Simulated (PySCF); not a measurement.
# Unknowns

Computed data (PySCF 2.14.0 with density-fitted response routines): spin–spin couplings from B3LYP/pcJ-1 (spin–dipole term left out of most H,H and C,H couplings), coordinates at the GFN2-xTB level, shieldings: GIAO PBE0/pcSseg-1. No solvent, one computed conformer, one averaged value for each set of equivalent atoms, non-relativistic.

Chemical shifts δ = σref − σ; TMS for ¹H (σref 31.72) and ¹³C (σref 186.93), all at this level. Multiplet labels drop J under 1 Hz and among equivalent protons, and merge close values. Unscaled 3J(H,H) run several per cent high. Where no couplings were computed, multiplicities follow the n + 1 count of equivalent neighbours, and m marks all less simple cases (inequivalent or close neighbours, rings, F or P nearby). Shifts are as computed. Against solution values, carbons near 30 ppm lie about +3 ppm off and those near 130 ppm about +5 ppm. Of 1211 compounds with measured shifts, 218 miss one by over three times the rms of a fit or turn the order of signals round; such compounds aren't used in these exercises.

**Question.** C5H7N3. ¹H NMR (600 MHz, computed): δ 7.78 (s, 1H), 7.05 (dd, J = 16.0, 9.9 Hz, 1H), 6.52 (dd, J = 16.0, 1.7 Hz, 1H), 5.24 (dd, J = 9.9, 1.7 Hz, 1H), 2.56 (s, 3H). ¹³C{¹H} NMR (computed): δ 155.7, 155.2, 132.7, 109.6, 13.7. Identify the compound.

**Answer.** SMILES N1(C=C)N=CN=C1C. Rings plus π bonds: 4 (1 ring in the answer). 5 carbon signals for 5 carbons: no two carbons are equivalent. Carbon types of the structure: 1 × C, 2 × CH, 1 × CH2, 1 × CH3, which accounts for all hydrogens. δC 155.7: substituted aromatic carbon next to a ring nitrogen. δC 155.2: aromatic CH between two ring heteroatoms. δC 132.7: alkene CH; as expected for a trigonal carbon in a double bond. δC 109.6: terminal =CH2 carbon; an sp2 carbon of a C=C bond. The protons at 6.52 and 7.05 share a coupling of 16.0 Hz (vicinal, trans across C=C). The protons at 5.24 and 7.05 share a coupling of 9.9 Hz (vicinal, cis across C=C).

The shifts were computed for this structure.

**Question.** C5H7N3. ¹H NMR (300 MHz, computed): δ 9.42 (s, 1H), 3.06 (s, 3H), 2.62 (s, 3H). ¹³C{¹H} NMR (computed): δ 172.0, 162.6, 154.6, 26.9, 24.1. What is it?

**Answer.** SMILES n1c(C)cnnc1C. Rings plus π bonds: 4 (1 ring in the answer). 5 carbon signals for 5 carbons: no two carbons are equivalent. Carbon types of the structure: 2 × C, 1 × CH, 2 × CH3, which accounts for all hydrogens. δC 172.0, 162.6: substituted aromatic carbon next to a ring nitrogen. δC 154.6: aromatic CH next to a ring nitrogen; the adjacent pyridine-type nitrogen withdraws density from it. δC 26.9, 24.1: methyl carbon on an aromatic ring; a saturated carbon with 1 carbon neighbour and no heteroatom attached. δH 9.42: hydrogen on an aromatic CH next to a ring nitrogen; ring current plus the neighbouring ring nitrogen.

This is the structure that produced the data.
